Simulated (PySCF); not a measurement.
The same groups moved round the core (propene hydroxy+silyl). All species are isolated molecules in the gas phase. One relaxed conformer stands for each flexible species; it need not be the lowest. Strings in code marks are SMILES.

Quantity: electronic energy of isomers of C3H8OSi relative to `C/C(O)=C/[SiH3]` (C–C–O–H torsion 180°), in eV.

Level 1: PBE-D3(BJ)/def2-TZVP // PBE0-D3(BJ)/def2-TZVP (PySCF)
Level 2: B3LYP/LANL2DZ // PBE0-D3(BJ)/def2-TZVP (PySCF)
Level 3: PBE/6-31G* // PBE0-D3(BJ)/def2-TZVP (PySCF)
Level 4: HF/3-21G // PBE0-D3(BJ)/def2-TZVP (PySCF)

```
species                                                      level 1  level 2  level 3  level 4
-----------------------------------------------------------  -------  -------  -------  -------
`C/C=C(/O)[SiH3]` (Si–C–O–H torsion 180°)                      0.298    0.286    0.307    0.378
`C=C(O)C[SiH3]` (C–C–O–H torsion 0°, O–C–C–Si torsion -69°)    0.089    0.067    0.148    0.101
`OC/C=C\[SiH3]` (H–O–C–C torsion 73°, O–C–C–C torsion 8°)       0.52     0.50     0.53    0.389
```
